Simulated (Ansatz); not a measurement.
Task: Predict a relaxed structure of the cluster In2Te3 (the lowest singlet isomer of a short search), charge 0, singlet, at r2SCAN-D4/def2-SVP (Ansatz).

Result: 
```csv
atom,x (Å),y (Å),z (Å)
In1,0.781,-1.421,-1.812
In2,-0.741,2.177,0.792
Te3,1.946,0.623,0.277
Te4,-0.053,-1.003,1.355
Te5,-1.933,-0.375,-0.612
```
Point group C2v (tolerance 0.1 Å). This is one stationary point.

In the def2 sets In, Te take a core potential; there is no spin–orbit coupling. The structure comes from a short search, and lower isomers may exist.
